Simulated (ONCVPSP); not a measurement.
**C: one change to an ONCV potential, before and after**

```
Element                 : carbon
Generator               : ONCVPSP 4.0.1
Type                    : optimised norm-conserving Vanderbilt (ONCV)
Functional              : PBEsol
Relativity              : fully relativistic
Frozen core             : [He]
Valence charge          : 4
Reference configuration : 2s2 2p2
Partial waves           : 2s: rc 1.25 bohr, ncon 4, nbas 6, qcut 5.7 1/bohr, 1 projector; 2p: rc 2.50 bohr, ncon 3, nbas 7, qcut 5.3 1/bohr, 3 projectors, debl 2.7 Ha
Local potential         : polynomial inside 0.80 bohr (lpopt 5, dvloc0 0 Ha)
Core correction         : none
```

Open shells are filled in proportion to 2j + 1.

All-electron outer shells of the reference configuration (PBEsol, scalar-relativistic, ld1.x):

```tsv
shell	level (eV)	outermost node (bohr)	outermost maximum (bohr)
1s	-272.04	–	0.18
2s	-13.65	0.38	1.22
2p	-5.23	–	1.20
```

Change: reference 2s2; wave 2p: rc 2.50 bohr, ncon 3, nbas 7, qcut 5.3 1/bohr, 3 projectors, debl 2.7 Ha becomes p scattering state at 0.16 Ha: rc 2.50 bohr, ncon 3, nbas 7, qcut 5.3 1/bohr, 3 projectors, debl 2.7 Ha. In the p channel the program set the typed energies aside and used -1.160, 0.050, 2.750 Ha (j = l + 1/2; the other j can differ).

Cutoffs: the cutoffs (Ha) at which the residual kinetic energy of the hardest occupied pseudo-wave falls to 1 and 0.1 mHa per electron; they do not see the model core or the augmentation charge, which bear on the density cutoff. Errors are all-electron minus pseudo energies relative to the spin-unpolarised reference configuration.

Q: What does the change do?

A: The potential gets harder (19 Ha and 44 Ha → 29 Ha and 46 Ha); both files keep a bound ghost (p).

| quantity | base | changed |
| --- | --- | --- |
| cutoff, loose | 19 Ha | 29 Ha |
| cutoff, tight | 44 Ha | 46 Ha |
| bound ghosts | p3/2, p1/2 | p3/2, p1/2 |
| GHOST(+) flags under 300 eV | none | none |
| largest error over its own tests, meV | +1467 | +933 |
| s: phases at 1.27 bohr within 0.05 rad from the reference energy up to (Ha; the scan ends near 5) | 3.2 | 2.2 |
| p3/2: phases at 2.54 bohr within 0.05 rad from the reference energy up to (Ha; the scan ends near 5) | to the end of the scan | to the end of the scan |
| p1/2: phases at 2.54 bohr within 0.05 rad from the reference energy up to (Ha; the scan ends near 5) | to the end of the scan | to the end of the scan |

 A true bound ghost makes a file unfit for plane-wave use even where its test errors are small: the radial tests pick states by their node count and pass the ghost by.
